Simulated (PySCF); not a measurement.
C₅H₈P₂.
Z-matrix (Å and degrees, PBE0-D3(BJ)/def2-SVP geometry), rows numbered from 1:
```
P 
P   1  2.2557
C   2  1.8186  1   97.98
C   3  1.3387  2  125.43  1   109.98
C   4  1.4958  3  126.47  2    -4.20
C   5  1.4958  4  116.24  3    -5.26
C   6  1.3388  5  126.46  4     5.24
H   1  1.4324  2   93.49  3    85.38
H   1  1.4325  2   93.25  3   177.29
H   3  1.0958  2  115.65  1   -74.67
H   4  1.0967  3  118.22  2   175.59
H   5  1.1084  4  109.19  3   118.75
H   5  1.1071  4  108.98  3  -128.82
H   6  1.0967  5  115.30  4  -175.03
H   7  1.0957  2  115.61  1    74.64
```

Level: PBE0/pcSseg-1 and wB97X-D/def2-SVPD in PySCF, non-relativistic, on one gas-phase PBE0-D3(BJ)/def2-SVP geometry that isn't relaxed in the solvent. The solvent is an IEF-PCM continuum (cavity from Bondi-type radii × 1.2). Only the electrostatic response of the medium enters.

Gas phase at PBE0/pcSseg-1: HOMO -6.04 eV, LUMO -0.61 eV, dipole 1.43 D.

**Question.** What does the continuum do to the energy, the frontier levels and the dipole at PBE0/pcSseg-1 in chloroform and water?

**Answer.** 
| solvent | ε | E(solvent) − E(gas) (kcal/mol) | polarisation term (kcal/mol) | distortion of the solute (kcal/mol) | HOMO (eV) | LUMO (eV) | dipole (D) |
| --- | --- | --- | --- | --- | --- | --- | --- |
| chloroform | 4.711 | -3.18 | -3.53 | 0.35 | -6.06 | -0.54 | 1.75 |
| water | 78.36 | -4.71 | -5.49 | 0.78 | -6.10 | -0.54 | 1.85 |

The first energy column is the sum of the next two and covers electrostatics alone. From chloroform to water the lowering changes by a factor 1.48, Onsager's factor (ε − 1)/(2ε + 1) by 1.38 and ε itself by 16.6.

**Question.** Which radius a makes the point-dipole formula ΔE = −[(ε − 1)/(2ε + 1)]·μ²/a³ give the value in water, with the gas-phase dipole?

**Answer.** μ = 0.564 au and |ΔE| = 0.00751 Eh give a = 1.45 Å; the farthest nucleus lies 3.65 Å from the centroid of the nuclei, so such a sphere wouldn't even hold the nuclei. The formula assumes a rigid point dipole at the centre of a sphere.

**Question.** Which Hirshfeld charges (PBE0/pcSseg-1) respond most in chloroform (means over atoms taken as equivalent)?

**Answer.** 
| atoms | environment | gas (e) | solvent (e) | change |
| --- | --- | --- | --- | --- |
| P2 | three-coordinate phosphorus | +0.099 | +0.083 | -0.016 |
| P1 | three-coordinate phosphorus | +0.014 | -0.001 | -0.015 |
| H8/H9 | P–H hydrogen | -0.016 | -0.010 | +0.006 |
| H12/H13 | methylene hydrogen | +0.051 | +0.056 | +0.005 |
| C3/C7 | alkene CH carbon | -0.115 | -0.121 | -0.006 |
| H11/H14 | vinylic hydrogen | +0.049 | +0.054 | +0.005 |
| H10/H15 | vinylic hydrogen | +0.043 | +0.046 | +0.003 |
| C5 | allylic carbon | -0.065 | -0.065 | 0.000 |
| C4/C6 | alkene CH carbon | -0.035 | -0.034 | +0.001 |

Gas phase at wB97X-D/def2-SVPD: HOMO -7.72 eV, LUMO 1.11 eV, dipole 1.52 D.

**Question.** What does the continuum do to the energy, the frontier levels and the dipole at wB97X-D/def2-SVPD in chloroform?

**Answer.** 
| solvent | ε | E(solvent) − E(gas) (kcal/mol) | polarisation term (kcal/mol) | distortion of the solute (kcal/mol) | HOMO (eV) | LUMO (eV) | dipole (D) |
| --- | --- | --- | --- | --- | --- | --- | --- |
| chloroform | 4.711 | -2.89 | -3.28 | 0.39 | -7.75 | 1.18 | 1.90 |

The atom shares or the degeneracy of the LUMO differ from the gas phase in chloroform, so that column needn't follow one orbital.

**Question.** How does the static polarisability (wB97X-D/def2-SVPD, frozen core, with the continuum's full static response) change?

**Answer.** 
| medium | isotropic (au) | principal values (au) | ⟨r²⟩ of the electrons (bohr²) |
| --- | --- | --- | --- |
| gas | 113.1 | 88.9, 99.2, 151.2 | 1128.7 |
| chloroform | 150.9 | 120.8, 129.0, 203.0 | 1127.5 |

The isotropic value in chloroform is 1.33 times the gas-phase one; no cavity-field correction is applied. ⟨r²⟩ is taken about the centre of nuclear charge.

The pairwise dispersion term of wB97X-D wasn't added to the energies; at a given geometry it leaves orbitals and properties as they are.
